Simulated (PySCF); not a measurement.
Multinuclear NMR of C5H7FO2

Atoms are numbered as in `[CH3:1][C:2](=[C:3]=[O:4])[O:5][C@H:6]([CH3:7])[F:8]`; H(Xn) means a hydrogen on atom n.

- shieldings: GIAO PBE0/pcSseg-1
- geometry: GFN2-xTB
- run in PySCF 2.14.0 with density-fitted response routines
- fast rotation and ring inversion assumed for equivalent nuclei, isolated molecule, relativity neglected, one conformer

Task: Where does $^{19}$F resonate?

Result: 
```tsv
atoms	environment	σ (ppm)	δ (ppm)
F8	fluorine on an sp3 carbon	313.2	-122.0
```

Shieldings were converted by a linear fit to measured shifts: $^{19}$F: δ = 146.13 − 0.903σ +14.6 on sp3 carbon (rms 6.0 ppm, 223 shifts, 7.0 ppm with the 5 outliers that the fit left out vs CFCl3, solution or neat liquid). A few per cent of atoms miss by over 2 rms, more outside the fitted compound classes.

On a 300 MHz spectrometer $^{19}$F resonates near 282.3 MHz, so 1 ppm is 282.3 Hz.

Task: Where does $^{17}$O resonate?

Result: 
```tsv
atoms	environment	σ (ppm)	δ (ppm)
O4	carbonyl oxygen	-198.3	447.3
O5	ether oxygen	256.4	33.1
```

Shieldings were converted by a linear fit to measured shifts: $^{17}$O: δ = 266.70 − 0.911σ (rms 10.7 ppm, 155 shifts, 12.2 ppm with the 3 outliers that the fit left out vs liquid water, solution or neat liquid). A few per cent of atoms miss by over 2 rms, more outside the fitted compound classes.

On a 300 MHz spectrometer $^{17}$O resonates near 40.7 MHz, so 1 ppm is 40.7 Hz.
